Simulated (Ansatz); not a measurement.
# Reading a saddle point

A first-order saddle point of SiN2H5Cl, singlet, PBE0-D4/def2-TZVP, with one imaginary mode of 1269i cm⁻¹:

Si1  (-0.328, -0.704, 0.140)
N2  (0.165, 1.050, 0.459)
N3  (0.092, -0.395, -1.408)
H4  (0.396, 0.845, -0.706)
H5  (-1.704, -0.923, 0.640)
Cl6  (0.833, -1.862, 1.409)
H7  (0.960, 1.216, 1.064)
H8  (-0.562, 1.732, 0.639)
H9  (0.147, -0.959, -2.237)
(Å)

Program: Ansatz 0.2.0. Basis: def2-TZVPP and def2-QZVPP. Cores are frozen in the correlated methods. Extrapolation: Hartree–Fock as exp(−7.88 √X), correlation as X^−2.97.

(1) Which contacts change along the imaginary mode, and what lies on either side? (A judgement: the text doesn't fix the answer.)

(2) Which side is lower, and how far does the saddle lie above each? (Judge from chemistry; the value comes from the calculation.)

The T1 diagnostic stays at or below 0.014.

Results:

(1) The calculation gives: The step is SiN₂H₅Cl ([NH2][SiH]([NH2])[Cl]) → SiNH₂Cl ([NH][SiH][Cl]) + NH₃ (still joined by a long Si–N bond), with the molecules in contact on both sides. Shortening one way: N2–H4; lengthening the same way: Si1–N2, N3–H4.
```tsv
pair	one side (Å)	saddle (Å)	other side (Å)
N2–H4	3.01	1.20	1.02
Si1–N2	1.70	1.85	1.92
N3–H4	1.01	1.46	2.28
```

(2) By the calculation: The side with Si1–N2, N3–H4 short is lower by 186.4 kJ/mol; the saddle lies 221.3 kJ/mol above it and 34.9 kJ/mol above the other (CCSD(T) at an estimated basis limit (MP2 extrapolated from triple and quadruple zeta, plus CCSD(T) − MP2 in triple zeta); electronic energies).

Labels in which every atom is bracketed show which atoms are joined, not bond orders.

For scale, one of the runs: CCSD(T)/def2-TZVPP, 216 basis functions, launched by `ansatz run in.yaml --threads 4 --pin off --events-out ev --progress --plain --max-ram 9574MiB`. Time: 110 s of wall clock on 4 CPU threads of an AMD EPYC; the host was shared. Peak host memory: 3.1 GiB.
